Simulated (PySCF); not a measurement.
Ti: excitation energy

Ti [Ar] 3d2 4s2 (3F) → Ti [Ar] 3d4 (5D), as a difference of total energies. Computed with PySCF 2.14 in cc-pVTZ, with the non-relativistic Hamiltonian (point nucleus). Correlated levels: valence: [Ar] frozen. The calculations carry no spin-orbit coupling.

| method | excitation energy (cm⁻¹) |
| --- | --- |
| UHF | 35073 |
| MP2 (valence) | 30674 |
| SCS-MP2 (valence) | 39162 |
| CCSD (valence) | 31447 |
| CCSD(T) (valence) | 30982 |

The coupled-cluster amplitudes are large for the upper state (T1 above 0.03 or a double amplitude above 0.15), so a single reference is strained.
